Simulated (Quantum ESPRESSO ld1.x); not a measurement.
Values are calculated unless marked as measured or tabulated.
Q: These are the eigenvalues of the occupied orbitals of an atom or ion with whole-number occupations (hartree). Code: ld1.x of Quantum ESPRESSO 7.5. Model: scalar-relativistic Kohn-Sham, LDA (Slater exchange, Perdew-Zunger correlation), spin-polarised, spherical densities, point nucleus.

| orbital | eigenvalue |
|---|---|
| 1s | -543.049 |
| 2s | -126.764 |

Which element is it, and in what charge state? The configuration may be excited. Open shells, if any, are filled with parallel spins first.

A: Z = 34, selenium, charge +30: Se30+ in [He] 2s2. The 1s level, -543.05 hartree, gives Z - s = 33.0 by -(Z - s)^2/2, which with screening and relativity narrows Z to a few neighbours, and with so few levels the electron count can be read from the list.
